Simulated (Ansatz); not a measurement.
Species: methylgermane, CH₆Ge (charge 0, singlet). 
Structure (B3LYP-D3(BJ)/def2-TZVP (Ansatz, a first-principles code) minimum search):
```
Ge
H 1 1.5406
H 1 1.5406 2 108.57
H 1 1.5406 2 108.57 3 117.87
C 1 1.9658 2 110.35 4 121.07
H 5 1.0895 1 110.20 2 60.00
H 5 1.0895 6 108.73 1 -120.89
H 5 1.0895 6 108.73 7 -118.23
```
Charge 0, spin multiplicity 1.

Total electronic energies in hartree. Cores are frozen in the correlated levels unless marked. No spin-orbit coupling. The frozen core is the preceding noble-gas configuration, with the filled d and f shells of earlier blocks. Non-relativistic. Basis-set limits of correlation are two-point, X^-3; Hartree-Fock from the larger set (for Q and 5 zeta extrapolated as (X+1)exp(-9√X)). The bracket is a focal-point correction in the basis named.

| level | program | energy (Eh) |
|---|---|---|
| HF/def2-TZVPPD | Ansatz | -2116.73850 |
| BHLYP/def2-TZVPD | Ansatz | -2118.67657 |
| MP2/def2-SVPD | Ansatz | -2116.69705 |
| RI-MP2/CBS(aug-cc-pVTZ,aug-cc-pVQZ) | Ansatz | -2117.1307 |
| RI-MP2/CBS(def2-TZVPP,def2-QZVPP) | Ansatz | -2117.1298 |
| SCS-MP2/STO-3G | Ansatz | -2092.77044 |
| CCSD(T)/6-31G | Ansatz | -2116.53907 |
| RI-MP2/CBS(aug-cc-pVTZ,aug-cc-pVQZ)+[CCSD(T)-MP2]/aug-cc-pVDZ | Ansatz | -2117.1815 |
| CCSD(T)/CBS(cc-pVQZ,cc-pV5Z) | Ansatz | -2117.1739 |

Totals of different functionals don't rank their quality; only differences between species are comparable.
